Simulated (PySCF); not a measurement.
# A small calculation by hand: oscillator strength and radiative lifetime

(E)-1-bromo-2-chloroprop-1-ene (C₃H₄BrCl), SMILES C/C(Cl)=C\Br.

Coordinates come from a r2SCAN-D4/def2-SVP optimisation.

PySCF 2.14.0 with TDDFT-PBE0/def2-SVPD puts the first singlet state with f over 0.02 at 5.99 eV (vertical), with the transition dipole (0.362, 1.410, 0.000) in atomic units.

Question: Find the oscillator strength, the wavelength and the radiative lifetime that this transition would have in vacuum if emission retraced absorption.

Answer: 
|μ|² = 2.1191 au, so |μ| = 3.70 D. ΔE = 5.99/27.211 = 0.2201 hartree. f = (2/3) ΔE |μ|² = 0.311 (the program prints 0.311).
λ = 1239.84/5.99 = 207 nm; ν = 48313 cm⁻¹.
Einstein's coefficient A = 0.6670 ν² f s⁻¹ (ν in cm⁻¹) = 4.8e8 s⁻¹, so τ = 1/A = 2.1 ns. This state is S2; the lower singlet has f = 0.000. The figure is the radiative limit of this one transition; relaxation, internal conversion, crossing to triplets and a medium change what is measured.
